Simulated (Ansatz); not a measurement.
One change: `C=[CH][AlH][NH2]` becomes `C=[CH][AlH][CH3]`.

Ansatz, PBE0-D4/def2-TZVP geometries, multiplicity 1. Each molecule was computed in one conformer, which needn't be the lowest.

```json
{"property": "size of the dipole moment (ωB97M-V/def2-TZVPP) / D", "`C=[CH][AlH][NH2]`": "1.10"}
{"property": "HOMO energy (ωB97M-V/def2-TZVPP) / eV", "`C=[CH][AlH][NH2]`": "-9.69"}
{"property": "LUMO energy (ωB97M-V/def2-TZVPP) / eV", "`C=[CH][AlH][NH2]`": "0.83"}
{"property": "HOMO energy (PBE/def2-TZVPP) / eV", "`C=[CH][AlH][NH2]`": "-6.00"}
{"property": "LUMO energy (PBE/def2-TZVPP) / eV", "`C=[CH][AlH][NH2]`": "-1.87"}
{"property": "size of the dipole moment (PBE/def2-TZVPP) / D", "`C=[CH][AlH][NH2]`": "1.19"}
```

(1) Give the same properties after the change, and the shifts. (Estimate.)

Results:

(1) Ansatz gave: 
```
                                          property  `C=[CH][AlH][CH3]`  shift
size of the dipole moment (ωB97M-V/def2-TZVPP) / D                0.76  -0.34
             HOMO energy (ωB97M-V/def2-TZVPP) / eV              -10.05  -0.36
             LUMO energy (ωB97M-V/def2-TZVPP) / eV                0.36  -0.47
                 HOMO energy (PBE/def2-TZVPP) / eV               -6.52  -0.52
                 LUMO energy (PBE/def2-TZVPP) / eV               -2.21  -0.34
    size of the dipole moment (PBE/def2-TZVPP) / D                0.83  -0.36
```

With PBE0 the HOMO falls by 0.49 eV and the LUMO falls by 0.37 eV, so the gap widens by about 0.12 eV. PBE moves the HOMO by -0.52 eV and ωB97M-V by -0.36 eV. Dipoles are sizes alone; their direction can turn.
